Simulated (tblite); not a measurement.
Species: C8H8FOP.
Cartesian coordinates in Å at the GFN2-xTB level; atoms count from 1:
```
atom  x, y, z in Å
C1     2.5460   -0.4899    0.5660
C2     1.6110    0.0058   -0.5062
O3     1.9738    0.6726   -1.4420
C4     0.1782   -0.4009   -0.3117
C5    -0.1094   -1.7519   -0.3828
P6    -1.6602   -2.5098   -0.2306
C7    -2.5870   -1.0614    0.0324
F8    -3.9172   -1.2387    0.2159
C9    -2.1262    0.2353    0.0689
C10   -0.7936    0.5857   -0.1046
C11   -0.3997    2.0288   -0.0367
H12    2.2353   -0.0845    1.5275
H13    2.4982   -1.5739    0.6349
H14    3.5639   -0.1784    0.3477
H15    0.7120   -2.4307   -0.5766
H16   -2.8571    1.0146    0.2390
H17    0.1759    2.2236    0.8690
H18    0.2241    2.2940   -0.8872
H19   -1.2777    2.6689   -0.0304
```

Level: GFN2-xTB in tblite, geometry and Hessian alike; calculated harmonic values, unscaled, isolated species. Against measured fundamentals such values can be off by several per cent, at times by over 20. One conformer, not necessarily the lowest.

Harmonic wavenumbers (cm⁻¹): 37.3, 66.2, 71.4, 85.9, 150.3, 172.0, 214.1, 271.9, 299.3, 313.6, 383.8, 408.1, 447.6, 467.0, 514.8, 553.8, 623.8, 677.6, 689.0, 790.9, 828.0, 870.2, 906.0, 968.0, 988.2, 1024.8, 1027.1, 1037.5, 1106.4, 1185.4, 1221.4, 1249.7, 1337.1, 1365.4, 1388.0, 1404.1, 1444.6, 1451.0, 1461.3, 1475.7, 1491.6, 1552.2, 1762.8, 2997.0, 3020.8, 3037.2, 3043.5, 3047.0, 3051.0, 3057.4, 3069.0.

A = 1776, B = 657.1, C = 517.9 MHz; mass 170.030 u (most abundant isotopes); point group C1, symmetry number 1.

Problem. What is the zero-point energy?

Solution. Half the sum of the wavenumbers: 30054 cm⁻¹ = 359.52 kJ/mol.

Problem. What is S at 400 K and 1 bar for an ideal gas of classical rigid rotors and harmonic oscillators?

Solution. Translation 179.02, rotation 131.92, vibration 200.67: S = 511.6 J/(mol K).

Problem. And Cp and H(400 K) − H(0)?

Solution. Cp = 222.55 J/(mol K), of which vibrations give 189.29 (their classical limit is 51 R = 424.0); H(400 K) − H(0) = 53.59 kJ/mol without the zero-point energy, 40.28 from vibrations.

Problem. Which modes carry the vibrational entropy at 400 K?

Solution. 37.3 cm⁻¹: 25.02; 66.2 cm⁻¹: 20.27; 71.4 cm⁻¹: 19.64; 85.9 cm⁻¹: 18.11; 150.3 cm⁻¹: 13.53; 172.0 cm⁻¹: 12.44 J/(mol K); the other 45 give 91.66 together.

Problem. What must be added to the electronic energy to get the Gibbs energy at 400 K and 1 bar?

Solution. ZPE + [H(400 K) − H(0)] − T·S = 359.52 + 53.59 − 204.64 = 208.47 kJ/mol.

Hindered rotation and anharmonicity are outside this model. Other conformers, if any are populated, would add a mixing term that is left out. The structure is chiral; the term R ln 2 for an equal mix with its mirror image is left out.
